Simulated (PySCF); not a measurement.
# Radial density of Os (osmium, neutral)

LC-wPBE, [Xe] 4f14 5d6 6s1 6p1, one real determinant (an excited configuration). Computed with PySCF 2.14 in aug-cc-pVDZ-PP with ECP60MDF (5s5p4d2f, 54 functions), with scalar relativity through the core potential. This is the valence pseudo-density: the core potential removes the inner electrons and smooths the orbitals near the nucleus.

```
r (bohr)  4πr²ρ (e/bohr)  4πr²(ρα − ρβ)
   0.130       4.091e-05         0.0000
   0.218       0.0005323         0.0001
   0.366         0.05381         0.0063
   0.616           3.313         0.2986
    1.04           12.93         2.1495
    1.74           5.553         2.5136
    2.93           1.440         1.1631
    4.93          0.2584         0.2446
    8.30         0.01308         0.0130
    14.0       1.650e-05         0.0000
```

⟨L²⟩ = 8.03 against 12 for a pure F term, so this real determinant mixes terms. Energies and moments cover only the electrons outside the core potential. Spin-orbit coupling, absent here, splits the open shell strongly.
